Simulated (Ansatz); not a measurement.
System: NbCl₄ (charge 0, doublet). The spin state was set by rule; other spins were not relaxed. SMILES: [Cl][Nb]([Cl])([Cl])[Cl]
Geometry: optimised at B3LYP-D3(BJ)/def2-TZVP (Ansatz, a program for electronic structure).

Parts of the frozen-core correlation energy in def2-SVP (Ansatz, hartree). Frozen orbitals: 24; correlated occupied orbitals by spin: 17 and 16; virtual: 62 and 63. Open shells are spin-unrestricted. Spin-orbit coupling is left out. In def2 rows, elements after Kr have scalar-relativistic effective core potentials.

| term | value |
|---|---|
| reference (HF) | -1894.03693 |
| MP2 opposite-spin | -0.46988 |
| MP2 same-spin | -0.19056 |
| CCSD correlation | -0.69654 |
| (T) | -0.02613 |
| T1 diagnostic | 0.022 |
| largest doubles amplitude | 0.032 |
| <S^2> of the reference | 0.757 |
